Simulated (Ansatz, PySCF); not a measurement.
Species: CF (charge 0, doublet). 
Geometry from a B3LYP-D3(BJ)/def2-TZVP (Ansatz, a program for electronic structure) optimisation:
```xyz
2

C      0.0000     0.0000    -0.7653
F      0.0000     0.0000     0.5102
```
Charge 0, spin multiplicity 2.

Quantity: vertical ionisation energy (to the singlet state of charge +1; each state is the SCF solution reached for its spin; for the singlet T1 is 0.027), in eV. Cores are frozen in the correlated levels unless marked. UHF or UKS for open shells. No spin-orbit coupling. Non-relativistic. Basis-set limits of correlation are two-point, X^-3; Hartree-Fock from the larger set.

```json
[
 {"level": "B3LYP/def2-TZVPD", "program": "Ansatz", "vertical ionisation energy (eV)": "9.93", "minus last row": "0.39"},
 {"level": "PBE0/def2-TZVPD", "program": "Ansatz", "vertical ionisation energy (eV)": "9.86", "minus last row": "0.32"},
 {"level": "wB97M-V/def2-TZVPD", "program": "Ansatz", "vertical ionisation energy (eV)": "9.55", "minus last row": "0.01"},
 {"level": "CCSD/aug-cc-pVTZ", "program": "Ansatz", "vertical ionisation energy (eV)": "9.56", "minus last row": "0.02"},
 {"level": "CCSD/CBS(def2-TZVPPD,def2-QZVPPD)", "program": "Ansatz", "vertical ionisation energy (eV)": "9.64", "minus last row": "0.10"},
 {"level": "CCSD(T)/aug-cc-pVDZ", "program": "Ansatz", "vertical ionisation energy (eV)": "9.31", "minus last row": "-0.23"},
 {"level": "CCSD(T)/def2-TZVPPD", "program": "Ansatz", "vertical ionisation energy (eV)": "9.43", "minus last row": "-0.11"},
 {"level": "CCSD(T)/aug-cc-pVQZ", "program": "Ansatz", "vertical ionisation energy (eV)": "9.51", "minus last row": "-0.03"},
 {"level": "CCSD(T)/CBS(def2-TZVPPD,def2-QZVPPD)", "program": "Ansatz", "vertical ionisation energy (eV)": "9.54", "minus last row": "0.00"},
 {"level": "CCSD(T)/CBS(aug-cc-pVTZ,aug-cc-pVQZ)", "program": "Ansatz", "vertical ionisation energy (eV)": "9.54", "minus last row": "0.00"}
]
```

For comparison, minus the highest occupied orbital energy (PySCF): 6.37 eV at PW6B95/def2-TZVPD, 10.91 eV at HF/def2-TZVPD, 7.57 eV at M06-2X/def2-TZVPD.
